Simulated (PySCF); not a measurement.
## From computed data to an observable: entropy of an ideal gas

Cl2H3NSi, SMILES N[SiH](Cl)Cl.

Geometry optimised at PBE-D3(BJ)/def2-SVP. One conformer was computed; it need not be the lowest.

PBE-D3(BJ)/def2-SVP (PySCF 2.14.0) gives the harmonic wavenumbers 132, 186, 241, 288, 412, 494, 564, 694, 806, 867, 885, 1483, 2229, 3484, 3583 cm⁻¹ and the rotational temperatures 0.2070, 0.1147, 0.0802 K. The molar mass is 116.02 g/mol, the symmetry number 1, the spin multiplicity 1.

Task: Work out the entropy at 298.15 K and 1 atm in the rigid-rotor, harmonic-oscillator model.

Result: 
Translation (Sackur–Tetrode at 1 atm): S = R[1.5 ln M + 2.5 ln T − 1.16487] = 168.0 J/(mol K).
Rotation: q = (√π/σ) T^1.5/√(θA θB θC) = 209000, S = R[ln q + 3/2] = 114.3 J/(mol K).
Vibration: with u = 1.4388 ν/T, each mode gives R[u/(e^u − 1) − ln(1 − e^−u)]:
| ν (cm⁻¹) | modes | u | S (J/(mol K)) |
|---|---|---|---|
| 132 | 1 | 0.64 | 12.20 |
| 186 | 1 | 0.90 | 9.49 |
| 241 | 1 | 1.16 | 7.51 |
| 288 | 1 | 1.39 | 6.22 |
| 412 | 1 | 1.99 | 3.85 |
| 494 | 1 | 2.38 | 2.82 |
| 564 | 1 | 2.72 | 2.16 |
| 694 | 1 | 3.35 | 1.31 |
| 806 | 1 | 3.89 | 0.85 |
| 867 | 1 | 4.18 | 0.67 |
| 885 | 1 | 4.27 | 0.62 |
| 1483 | 1 | 7.16 | 0.05 |
The stiffer modes add less than 0.005 each. Sum 47.7 J/(mol K).
Spin: R ln 1 = 0.0 J/(mol K).
Total 330.1 J/(mol K); the program's own thermochemistry gives 330.1. Translation makes up 51 % and vibration 14 %. Anharmonicity, hindered rotation and orbital degeneracy are left out.
